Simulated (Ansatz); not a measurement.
Single points on Cd(OH)2 (CdO₂H₂).

```yaml
crystal:
  periodic: [false, false, false]
  atoms:
    - {symbol: Cd, position_ang: [-0.156358, -0.077756, 0.002427]}
    - {symbol: O, position_ang: [-0.285620, 0.042766, 1.951857]}
    - {symbol: H, position_ang: [-0.021120, 0.903601, 2.283963]}
    - {symbol: O, position_ang: [-0.186953, -0.277037, -1.944614]}
    - {symbol: H, position_ang: [0.650050, -0.591565, -2.293633]}
basis:
  gaussian: {orbitals: def2-TZVP, initial_orbitals: start.molden}
hamiltonian: {xc: pbe, dispersion: d4}
scf: {omitted_lower_state_checks: [starts]}
output: {forces: true, orbitals: {seedname: orbitals}}
```

The file start.molden holds the orbitals of an earlier run on this structure, at another level or in another basis.

```sh
$ ansatz run in.yaml --threads 4 --pin off --events-out ev --progress --plain --max-ram 3916MiB
```

It prints (some lines left out):

```
Functional definition: PBE
759 factors; their error is unknown
mean field evaluation 1: about -8689.4867 eV, gradient 8.0e0 eV
mean field evaluation 2: about -8689.6075 eV, gradient 1.3e-1 eV
mean field evaluation 4: about -8689.6038 eV, gradient 2.5e-4 eV
mean field -8689.60382099 eV, -319.3370503962 hartree, gradient 2.6e-5 eV, S^2 0.000000; 0 other end points of the search recorded, 0 dependent functions left out
reference -8689.60386060 eV, -319.3370518519 hartree; 19, 19 occupied and 95, 95 virtual orbitals, 759 factors
Total energy: -8689.66500113 eV, -319.3392987251 hartree
Atom 0 at    -0.156358    -0.077756     0.002427 Å, force     0.102031     0.051335    -0.001864 eV/Å
Atom 1 at    -0.285620     0.042766     1.951857 Å, force    -0.230728    -0.592141     0.150783 eV/Å
Atom 2 at    -0.021120     0.903601     2.283963 Å, force     0.182776     0.569231     0.145965 eV/Å
Atom 3 at    -0.186953    -0.277037    -1.944614 Å, force    -0.613497     0.172300    -0.137177 eV/Å
Atom 4 at     0.650050    -0.591565    -2.293633 Å, force     0.559417    -0.200725    -0.157706 eV/Å
Dipole moment:     0.354119     0.175467    -0.005440 e Å
Checks for a lower state left out: starts
```

Hardware: 4 threads of Arm Neoverse V1 on a shared host. Wall time 0.7 s.

As the first input, with `hamiltonian: {xc: r2scan, dispersion: d4}`, `output: {orbitals: {seedname: orbitals}}` (abridged; 1.4 s):

```
Functional definition: r2SCAN
mean field -8693.30008293 eV, -319.4728855171 hartree, gradient 2.2e-5 eV, S^2 0.000000
Total energy: -8693.31400311 eV, -319.4733970744 hartree
Checks for a lower state left out: starts
```

As the first input, with `hamiltonian: {xc: {name: BHLYP}, dispersion: d4}`, `output: {orbitals: {seedname: orbitals}}` (abridged; 0.8 s):

```
Functional definition: BHLYP
mean field -8688.98364929 eV, -319.3142595066 hartree, gradient 1.5e-5 eV, S^2 0.000000
Total energy: -8689.06460147 eV, -319.3172344445 hartree
Checks for a lower state left out: starts
```

The first input with `correlation: {method: mp2}`, `output: {orbitals: {seedname: orbitals}}` and without the key `hamiltonian` (abridged; 1.1 s):

```
Functional definition: HF
mean field -8648.12664752 eV, -317.8127923857 hartree, gradient 6.6e-6 eV, S^2 0.000000
2 core orbitals not correlated: weight in the atoms' cores, before any rotation towards them, 1.000 or more for the frozen orbitals, at most 0.000 for the correlated occupied ones
second order -27.31374914 eV of doubles, -0.00000000 eV of singles
Total energy: -8675.44039666 eV, -318.8165541526 hartree
Checks for a lower state left out: starts
```

The first input with `gaussian: {orbitals: def2-SVP, initial_orbitals: start.molden}`, `hamiltonian: {xc: pbe0, dispersion: d4}`, `output: {orbitals: {seedname: orbitals}}` (abridged; 0.65 s):

```
Functional definition: PBE0
mean field -8682.68233697 eV, -319.0826905503 hartree, gradient 3.6e-5 eV, S^2 0.000000
Total energy: -8682.73347216 eV, -319.0845697337 hartree
Checks for a lower state left out: starts
```

First input, but with `hamiltonian: {xc: {name: B97M-V}}`, `output: {orbitals: {seedname: orbitals}}` (abridged; 2.6 s):

```
Functional definition: B97M-V
mean field -8692.22237467 eV, -319.4332804692 hartree, gradient 1.1e-5 eV, S^2 0.000000
Total energy: -8692.22243223 eV, -319.4332825846 hartree
Checks for a lower state left out: starts
```

The first input with `hamiltonian: {xc: pbe0, dispersion: d4}`, `output: {orbitals: {seedname: orbitals}}` and without the key `scf` (abridged; 0.95 s):

```
Functional definition: PBE0
mean field evaluation 16: about -8689.0719 eV, gradient 4.2e-1 eV
mean field -8689.07208461 eV, -319.3175094449 hartree, gradient 8.4e-6 eV, S^2 0.000000; 1 other end points of the search recorded, 0 dependent functions left out
Total energy: -8689.12321931 eV, -319.3193886105 hartree
```

Geometry: PBE0-D4/def2-TZVP.

In the def2 sets Cd takes a core potential; there is no spin–orbit coupling. Correlated methods freeze 2 core orbitals; core or outer-core shells of Cd are correlated, in sets that lack core-valence functions.
